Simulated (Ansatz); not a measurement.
Input for Ansatz (a quantum-chemistry and plane-wave program): U-B3LYP/def2-TZVPP on BeBr, 2S+1 = 2, a spin state set in the input, which need not be the lowest, a point of a bond scan (R = 1.980 Å).

Ansatz 0.2 input:
```yaml
crystal:
  periodic: [false, false, false]
  atoms:
    - {symbol: Be, position_ang: [0.00000000, 0.00000000, 0.00000000]}
    - {symbol: Br, position_ang: [0.00000000, 0.00000000, 1.97985200]}
basis:
  gaussian:
    orbitals: def2-TZVPP
    pivot_positions_ang: [[0.00000000, 0.00000000, 0.00000000], [0.00000000, 0.00000000, 1.97985200]]
hamiltonian:
  xc: {name: B3LYP}
magnetization: {spin_polarized: true, initial_magnetization: 1}
output: {forces: true, orbitals: {seedname: ./end}}
```

It printed:

```
WARN ansatz: RAYON_NUM_THREADS=1 ignored (pool sized by the plan → 1); use --threads N
Functional definition: B3LYP
integrals: 0.02 GiB planned
516 factors; integrals over basis functions are off by at most 2.5e-4 eV
mean field: 0.24 GiB planned
mean field evaluation 1: about -70448.0586 eV, gradient 7.7e0 eV
mean field evaluation 2: about -70448.0373 eV, gradient 9.3e0 eV
mean field evaluation 4: about -70448.5831 eV, gradient 2.4e-1 eV
mean field evaluation 8: about -70448.5965 eV, gradient 3.0e-2 eV
mean field evaluation 16: about -70448.5965 eV, gradient 2.3e-5 eV
mean field -70448.59646966 eV, -2588.9381684862 hartree, gradient 2.3e-5 eV, S^2 0.751088; 0 other end points of the search recorded, 0 dependent functions left out
the calculation of the forces begins
reference -70448.59665869 eV, -2588.9381754330 hartree; 20, 19 occupied and 47, 48 virtual orbitals, 516 factors
Total energy: -70448.59665869 eV, -2588.9381754330 hartree
Atom 0 at     0.000000     0.000000     0.000000 Å, force     0.000000     0.000000     0.041058 eV/Å
Atom 1 at     0.000000     0.000000     1.979852 Å, force     0.000000     0.000000    -0.041058 eV/Å
Dipole moment:    -0.000000    -0.000000    -0.175724 e Å
```

Self-consistency was reached.

Cost: around 1.8 core-seconds (rough).
